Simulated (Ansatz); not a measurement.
Geometry optimisation of `[SiH3][SiH2]I`.

```yaml
crystal:
  periodic: [false, false, false]
  atoms:
    - {symbol: Si, position_ang: [-0.686906, 0.916833, -0.419274]}
    - {symbol: Si, position_ang: [0.466986, -0.996585, 0.311282]}
    - {symbol: I, position_ang: [2.677062, -0.275571, 1.166985]}
    - {symbol: H, position_ang: [-2.041383, 0.520599, -0.948252]}
    - {symbol: H, position_ang: [0.098958, 1.582701, -1.513720]}
    - {symbol: H, position_ang: [-0.860316, 1.867433, 0.731786]}
    - {symbol: H, position_ang: [-0.258480, -1.700030, 1.425730]}
    - {symbol: H, position_ang: [0.696279, -1.972581, -0.810236]}
basis:
  gaussian: {orbitals: def2-TZVP}
hamiltonian: {xc: pbe0, dispersion: d4}
relax: {f_tol: 0.005, max_steps: 150}
```

```sh
$ ansatz run in.yaml --threads 2 --pin off --events-out ev --progress --plain --max-ram 4352MiB
```

It prints (some lines left out):

```
Functional definition: PBE0
mean field -23932.70976779 eV, -879.5108617928 hartree, gradient 1.3e-5 eV, S^2 0.000000; 0 other end points of the search recorded, 0 dependent functions left out
relax step   1: F+E_penalty+E_count = -23932.88063413 eV  Δ(F+E_penalty+E_count) = +0.000e0 eV  max|allowed force component| = 2.890e-1 eV/Å  Δτ_max = 0.0000 Å  (27 SCF iters, accepted)
mean field -23932.72546861 eV, -879.5114387875 hartree, gradient 9.1e-6 eV, S^2 0.000000; 0 other end points of the search recorded, 0 dependent functions left out
relax step   2: F+E_penalty+E_count = -23932.89776740 eV  Δ(F+E_penalty+E_count) = -1.713e-2 eV  max|allowed force component| = 2.364e-1 eV/Å  Δτ_max = 0.0538 Å  (31 SCF iters, accepted)
mean field -23932.73011973 eV, -879.5116097129 hartree, gradient 8.8e-6 eV, S^2 0.000000; 0 other end points of the search recorded, 0 dependent functions left out
relax step   3: F+E_penalty+E_count = -23932.90218827 eV  Δ(F+E_penalty+E_count) = -4.421e-3 eV  max|allowed force component| = 5.094e-2 eV/Å  Δτ_max = 0.0238 Å  (31 SCF iters, accepted)
mean field -23932.73022547 eV, -879.5116135990 hartree, gradient 8.7e-6 eV, S^2 0.000000; 0 other end points of the search recorded, 0 dependent functions left out
relax step   4: F+E_penalty+E_count = -23932.90231915 eV  Δ(F+E_penalty+E_count) = -1.309e-4 eV  max|allowed force component| = 1.618e-2 eV/Å  Δτ_max = 0.0034 Å  (31 SCF iters, accepted)
mean field -23932.73021597 eV, -879.5116132495 hartree, gradient 8.7e-6 eV, S^2 0.000000; 0 other end points of the search recorded, 0 dependent functions left out
relax step   5: F+E_penalty+E_count = -23932.90236381 eV  Δ(F+E_penalty+E_count) = -4.465e-5 eV  max|allowed force component| = 2.804e-3 eV/Å  Δτ_max = 0.0037 Å  (30 SCF iters, accepted)
mean field -23932.73016312 eV, -879.5116113077 hartree, gradient 8.7e-6 eV, S^2 0.000000; 0 other end points of the search recorded, 0 dependent functions left out
relax step   6: F+E_penalty+E_count = -23932.90237204 eV  Δ(F+E_penalty+E_count) = -8.230e-6 eV  max|allowed force component| = 1.942e-3 eV/Å  Δτ_max = 0.0038 Å  (31 SCF iters, accepted)
mean field -23932.73016312 eV, -879.5116113077 hartree, gradient 8.7e-6 eV, S^2 0.000000; 1 other end points of the search recorded, 0 dependent functions left out
Total energy: -23932.90240485 eV, -879.5179410742 hartree
Atom 0 at    -0.686772     0.909235    -0.419269 Å, force    -0.000231    -0.000930     0.000143 eV/Å
Atom 1 at     0.458263    -0.992536     0.306201 Å, force     0.001942     0.001136     0.000741 eV/Å
Atom 2 at     2.642470    -0.271504     1.151314 Å, force     0.000040    -0.000428     0.000052 eV/Å
Atom 3 at    -2.027951     0.534381    -0.944478 Å, force    -0.001411     0.000922    -0.000812 eV/Å
Atom 4 at     0.098095     1.566871    -1.495234 Å, force     0.000338     0.000078    -0.000496 eV/Å
Atom 5 at    -0.848299     1.843355     0.724208 Å, force    -0.000315     0.000216     0.000443 eV/Å
Atom 6 at    -0.244295    -1.686607     1.414984 Å, force    -0.000212    -0.000437     0.000419 eV/Å
Atom 7 at     0.700689    -1.960396    -0.793424 Å, force    -0.000151    -0.000557    -0.000489 eV/Å
Dipole moment:    -0.248027    -0.025831    -0.102927 e Å
```

Hardware: 2 threads of an Arm Neoverse V1 on a shared host. Wall time 28 s, peak host memory 0.37 GiB.
